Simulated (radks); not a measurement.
The numbers below are computed, except where a source is named.
Spherical quantum dot in the effective-mass picture: electrons in a parabolic well V = omega^2 r^2 / 2 with omega = 2.24, all in effective atomic units (hartree* = m*/eps^2 hartree, bohr* = eps/m* bohr), one dielectric constant everywhere. Level of theory: non-relativistic Kohn-Sham, LDA (Slater exchange, Perdew-Wang correlation), spin-polarised, spherical densities (a radial shooting solver with Libxc functionals). Levels are named by radial order and angular momentum (1s, 1p, 1d, 2s, ...), and open shells are averaged over m. Results are scaled to m* = 0.089 and eps = 15.5, for which hartree* = 10.08 meV and bohr* = 9.216 nm. At N = 15 the configuration is 1s2 1p6 1d(up 5, down 2). Does electron 16 go into 2s up or 1d down or 2s down?

Answer. Into 1d down. The total energies of the other choices lie higher by 1.26 meV (2s up), 1.83 meV (2s down).
